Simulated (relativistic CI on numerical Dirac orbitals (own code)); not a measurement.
# Electric-dipole lines of Sb³⁵⁺

These numbers are calculated, not measured: Dirac-Coulomb-Breit CI, KLI orbitals optimised for each configuration, QED by a radiative potential, unscaled Slater integrals (own radial code, finite nucleus).

Configurations in the expansion (outside the closed core [Ne]): 3s²3p⁴, 3s3p⁵, 3s²3p³3d, 3p⁶, 3s3p⁴3d, 3p⁵3d, 3s3p³3d², 3s²3p²3d4p, 3p⁵4s, 3s3p³3d4s, 3p⁵4p, 3s²3p³4s, 3s²3p²3d², 3s²3p3d³, 3s3p²3d³, 3s²3p3d²4s, 3p⁴3d², 3p³3d³, 3p³3d²4s, 3s²3p²3d4s, 3s3p²3d²4s, 3s²3p3d4s². Double excitations out of closed p, d and f shells are left out; levels of such configurations are missing from the list, as are those of other unlisted configurations, and high levels can miss mixing partners.

```
λ vac (nm)               Lower                Upper   A (s⁻¹)  log gf  S velocity/length
    5.2214  3s²3p³3d ³D°3 [14]  3s²3p²3d² ³F2 [151]  5.03e+11    0.01               0.80
    5.2608   3s²3p³3d ³F°3 [9]  3s²3p²3d² ³F3 [116]  3.11e+11   -0.04               0.95
    5.2975  3s²3p³3d ³F°4 [11]    3s3p⁴3d ³F4 [131]  2.26e+11   -0.07               1.03
    5.3316      3s²3p⁴ ¹S0 [2]   3s²3p³3d ³D°1 [37]  3.68e+11   -0.33               1.02
    5.3338   3s²3p³3d ³F°3 [9]  3s²3p²3d² ³D2 [111]  3.74e+11   -0.10               0.84
    5.3756     3s3p⁵ ³P°2 [10]    3s3p⁴3d ³D3 [113]  2.58e+11   -0.11               1.06
    5.4287      3s²3p⁴ ³P2 [1]   3s²3p³3d ³P°2 [30]  5.16e+11    0.06               1.02
    5.4365      3s²3p⁴ ³P2 [1]   3s²3p³3d ³D°3 [29]  5.00e+11    0.19               1.05
    5.4434      3s²3p⁴ ³P2 [1]   3s²3p³3d ³S°1 [28]  4.21e+11   -0.25               0.91
    5.4468      3s²3p⁴ ³P1 [3]   3s²3p³3d ³P°1 [43]  3.61e+11   -0.32               0.99
    5.4497  3s²3p³3d ³F°4 [11]  3s²3p²3d² ⁵D4 [120]  3.66e+11    0.17               0.99
    5.4902      3s²3p⁴ ¹D2 [4]   3s²3p³3d ³D°2 [45]  2.25e+11   -0.29               0.97
    5.5191      3s²3p⁴ ¹D2 [4]   3s²3p³3d ¹F°3 [44]  4.78e+11    0.18               1.08
    5.9290   3s²3p³3d ³F°2 [6]   3s²3p²3d² ³G3 [81]  1.62e+11   -0.22               1.13
    6.4101      3s²3p⁴ ³P1 [3]   3s²3p³3d ¹D°2 [38]  2.25e+11   -0.16               1.05
    6.4790      3s²3p⁴ ³P0 [5]   3s²3p³3d ¹P°1 [59]  3.95e+11   -0.13               1.02
    6.5300      3s²3p⁴ ¹D2 [4]   3s²3p³3d ³S°1 [39]  3.75e+11   -0.14               0.94
    6.6403      3s²3p⁴ ¹D2 [4]   3s²3p³3d ¹D°2 [38]  1.48e+11   -0.31               0.95
    6.9293      3s²3p⁴ ¹D2 [4]   3s²3p³3d ¹F°3 [36]  1.04e+11   -0.28               1.10
    7.0893      3s²3p⁴ ³P2 [1]   3s²3p³3d ³D°3 [14]  7.76e+10   -0.39               1.06
```

Terms are leading LS components. Brackets give the number of a level in order of energy, since labels repeat. The list gives strong lines, with weight on those to low levels, among the lowest 200 of 2790 levels, so that lines to higher ones, which can be the strongest, are missing. Levels whose partners in the same complex of configurations lie outside the list can be far off, and so can their lines. Rates are taken at the computed energies, electric ones in the length gauge. A velocity-to-length ratio far from 1 marks an uncertain rate.

At this charge energies of transitions that change n are usually good to better than 1 %, and those within a shell (Δn = 0) to a few per cent.

LS names give the leading component of a level, which can be under half, so a name can repeat, a term be missing and a line seem to break the LS rules.
